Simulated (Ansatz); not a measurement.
`C[Si](C)(O)[SiH3]` + `CCBS` → `C[Si](O)([SiH3])S` + `CBCC`  (redistribution)

Program: Ansatz. Geometries: PBE0-D4/def2-TZVP. ΔE: electronic, gas phase. CCSD(T)/CBS is the MP2 limit (def2-TZVPP, def2-QZVPP) plus CCSD(T) − MP2 in def2-TZVPP, frozen cores. This one scheme is used for every species. Each species was taken in one conformer, which may not be the lowest.

```tsv
species	HF/def2-QZVPP energy (Eh)
`C[Si](C)(O)[SiH3]`	-734.46823
`CCBS`	-502.12281
`C[Si](O)([SiH3])S`	-1092.99981
`CBCC`	-143.58633
```

Task: Work out ΔE.

Result: ΔE = (-1092.99981) + (-143.58633) − (-734.46823) − (-502.12281) = 0.00490 Eh = +0.13 eV. CCSD(T)/CBS gives +0.19 eV.

Largest T1 diagnostic among the species: 0.012.

In def2-TZVPP, CCSD(T) changes the Hartree–Fock value by +0.10 eV (the triples alone add +0.02 eV) and MP2 by +0.08 eV.
